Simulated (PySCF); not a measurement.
**Potential energy of YSi along the bond**

Set-up: Y def2-TZVPP with ECP28, Si def2-TZVPP; scalar-relativistic core potentials (PySCF 2.14). Energies in eV from Y (4d1 5s2) + Si in their ground configurations at the same level. State: ⁴Σ⁻ (quartet), unpaired electrons σ ↑, π ↑↑.

```csv
R (Å),PBE
2.293,-1.946
2.399,-2.405
2.506,-2.663
2.586,-2.757
2.666,-2.788
2.746,-2.770
2.853,-2.690
2.986,-2.531
3.146,-2.295
3.359,-1.955
```

Task: Put a parabola through the three lowest points of the PBE curve and estimate Re, k and ωe (reduced mass 21.28 u; 1 eV/Å² = 0.16022 mdyn/Å; ωe = 1302.8·√(k/μ) cm⁻¹).

Result: Through R = 2.586, 2.666, 2.746 Å the second-order coefficient is 3.83 eV/Å², so Re ≈ 2.677 Å, k ≈ 1.23 mdyn/Å and ωe ≈ 313 cm⁻¹. A polynomial fit of higher order to the unrounded PBE energies gives Re = 2.673 Å, k = 1.19 mdyn/Å, ωe = 308 cm⁻¹; anharmonicity and rounding make the difference.

The higher-order fit for each curve: PBE: Re = 2.673 Å, ωe = 308 cm⁻¹, De = 2.79 eV.

The metal atom is held in its measured ground configuration; semilocal functionals can put another filling of s and d lower by some tenths of an eV, and De to that atom would be smaller. These are scalar-relativistic numbers at best; spin–orbit coupling would shift them, the dissociation energy most. With d or f electrons several states lie close, and the lowest PBE0 determinant need not be the measured ground state.
